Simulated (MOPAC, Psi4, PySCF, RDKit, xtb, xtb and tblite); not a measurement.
Two geometries of SMILES B[SiH2]CC, relaxed at GFN2-xTB with one dihedral held; other torsions can differ between them too.

Structure A

```
13

B     -1.9627     0.6876    -0.4418
Si    -0.9533    -0.8399     0.2454
C      0.8949    -0.6365    -0.2395
C      1.5157     0.6341     0.3270
H     -2.3293     0.7308    -1.5527
H     -2.2006     1.6232     0.2203
H     -0.9564    -1.0267     1.7108
H     -1.3448    -2.1628    -0.2821
H      1.4624    -1.4982     0.1132
H      0.9893    -0.6275    -1.3270
H      1.0074     1.5181    -0.0558
H      1.4418     0.6450     1.4125
H      2.5698     0.7082     0.0599
```

Structure B

```
13

B      1.9566     0.6868    -0.4776
Si     0.9671    -0.8502     0.2147
C     -0.8958    -0.6094    -0.2137
C     -1.2737    -1.2082    -1.5624
H      2.3653     0.7240    -1.5741
H      2.1265     1.6449     0.1729
H      1.0153    -1.0292     1.6808
H      1.3336    -2.1812    -0.3080
H     -1.1460     0.4534    -0.2096
H     -1.5086    -1.0737     0.5597
H     -1.0804    -2.2781    -1.5715
H     -0.6968    -0.7526    -2.3654
H     -2.3308    -1.0517    -1.7764
```

**Question.** Which is lower in energy at the level DF-MP2 (frozen core)/cc-pVTZ // GFN2-xTB in Psi4 1.11, and by how much?

**Answer.** A is lower, by 0.66 kcal/mol (dihedral B1–Si2–C3–C4: 60° in A, 90° in B).

E(B) − E(A) in kcal/mol at the other levels, on the same two geometries: GFN2-xTB (xtb and tblite) 0.65; PBE0/def2-TZVP // GFN2-xTB (Psi4) 0.46; PBE0-D3(BJ)/def2-TZVP // GFN2-xTB (Psi4) 0.53; PBE/def2-TZVP // GFN2-xTB (Psi4) 0.36; PBE-D3(BJ)/def2-TZVP // GFN2-xTB (Psi4) 0.43; r2SCAN/def2-TZVP // GFN2-xTB (Psi4) 0.51; HF/cc-pVTZ // GFN2-xTB (Psi4) 0.63; UFF // GFN2-xTB (RDKit) 0.99; PM7, restricted, heats of formation // GFN2-xTB (MOPAC) 0.56; AM1, restricted, heats of formation // GFN2-xTB (MOPAC) 0.22; GFN1-xTB // GFN2-xTB (xtb) 0.57; restricted B3LYP/6-31G*, spherical d // GFN2-xTB (PySCF) 0.45; restricted B3LYP/6-311+G**, spherical d, density fitting // GFN2-xTB (PySCF) 0.42; restricted Hartree-Fock/STO-3G // GFN2-xTB (PySCF) 0.67; restricted Hartree-Fock/LANL2DZ, with its core potentials past Ne // GFN2-xTB (PySCF) 0.46.
